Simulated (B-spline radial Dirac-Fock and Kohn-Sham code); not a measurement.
The computed values come from a radial finite-basis atomic code: relativistic Hartree-Fock (Dirac-Fock) wave functions, averaged over the configuration.

Q: This computed X-ray form factor belongs to an atom or ion in its tabulated ground configuration. Which?

```
sin θ/λ (Å⁻¹)      f₀
         0.04  33.845
         0.09  33.235
         0.32  26.802
         0.76  16.182
         0.93  13.395
         1.15  10.470
         1.76   6.355
         2.69   4.381
         3.32   3.339
```

A: Nb⁷⁺, with 34 electrons in [Ar] 3d10 4s2 4p4. f₀ tends to the number of electrons as s goes to zero, which the first rows give only roughly, and the rate of fall reflects the nuclear charge, 41.
